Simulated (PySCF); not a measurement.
# Deuteron quadrupole couplings in `C=CCP1CC=C(F)C1`

C7H10FP.
Cartesian coordinates in Å at the PBE0-D3(BJ)/def2-SVP level; atoms count from 1:
```
atom  x, y, z in Å
C1    -2.590    1.381    0.022
C2    -2.309    0.114   -0.294
C3    -1.070   -0.337   -0.987
P4     0.003   -1.392    0.133
C5     1.555   -1.371   -0.934
C6     2.287   -0.110   -0.598
C7     1.830    0.537    0.478
F8     2.384    1.649    0.957
C9     0.660   -0.016    1.219
H10   -3.510    1.648    0.549
H11   -1.915    2.199   -0.249
H12   -3.014   -0.675   -0.002
H13   -1.322   -0.986   -1.844
H14   -0.486    0.519   -1.366
H15    2.163   -2.267   -0.717
H16    1.271   -1.441   -1.998
H17    3.159    0.239   -1.157
H18    0.960   -0.398    2.210
H19   -0.123    0.742    1.391
```

Level: PBE0/pcSseg-1 (PySCF, non-relativistic); Q(2H) = 0.00286 b; rigid geometry, the same for H and D, with no vibrational averaging.

Problem. Rank these positions by the coupling χzz of a deuteron there, largest first.
A. H15 (methylene hydrogen)
B. H17 (vinylic hydrogen)
C. H12 (vinylic hydrogen)

Solution. B (207 kHz), C (198 kHz), A (192 kHz).

Problem. Give the electric field gradient Vzz (the principal value of largest size), its asymmetry and the 2H coupling at each hydrogen.

Solution. 
```json
{"atom": "H10", "bonded to": "C1", "bond length (Å)": "1.093", "Vzz (au)": "0.3076", "η": "0.06", "χzz (kHz)": "207"}
{"atom": "H11", "bonded to": "C1", "bond length (Å)": "1.095", "Vzz (au)": "0.3033", "η": "0.06", "χzz (kHz)": "204"}
{"atom": "H12", "bonded to": "C2", "bond length (Å)": "1.098", "Vzz (au)": "0.2952", "η": "0.06", "χzz (kHz)": "198"}
{"atom": "H13", "bonded to": "C3", "bond length (Å)": "1.104", "Vzz (au)": "0.2861", "η": "0.02", "χzz (kHz)": "192"}
{"atom": "H14", "bonded to": "C3", "bond length (Å)": "1.103", "Vzz (au)": "0.2844", "η": "0.03", "χzz (kHz)": "191"}
{"atom": "H15", "bonded to": "C5", "bond length (Å)": "1.104", "Vzz (au)": "0.2856", "η": "0.01", "χzz (kHz)": "192"}
{"atom": "H16", "bonded to": "C5", "bond length (Å)": "1.103", "Vzz (au)": "0.2871", "η": "0.02", "χzz (kHz)": "193"}
{"atom": "H17", "bonded to": "C6", "bond length (Å)": "1.093", "Vzz (au)": "0.3083", "η": "0.07", "χzz (kHz)": "207"}
{"atom": "H18", "bonded to": "C9", "bond length (Å)": "1.104", "Vzz (au)": "0.2869", "η": "0.02", "χzz (kHz)": "193"}
{"atom": "H19", "bonded to": "C9", "bond length (Å)": "1.103", "Vzz (au)": "0.2820", "η": "0.02", "χzz (kHz)": "189"}
```

Problem. How does χzz go with the bond length over the 10 C–H bonds?

Solution. A straight-line fit has a slope of -13.8 kHz for each 0.01 Å, with a correlation coefficient of -0.98, over lengths from 1.093 to 1.104 Å. The longer bonds have the smaller couplings here.

Problem. A static deuteron (I = 1) shows a doublet split by (3/2)χ, (3/4)χ(1 + η) and (3/4)χ(1 − η) with the field along z, y and x of the gradient. What are these for H12?

Solution. With |χ| = 198.4 kHz and η = 0.061: 298, 158 and 140 kHz, to first order and without motion.

Isolated species at its PBE0-D3(BJ)/def2-SVP geometry (one conformer only). The small basis limits the accuracy of the gradients.

These values come from a run that also computed NMR shieldings. The run took 38 s of wall time on Arm Neoverse V1, one thread, on a shared host, and the process peaked at 1.0 GiB of memory.
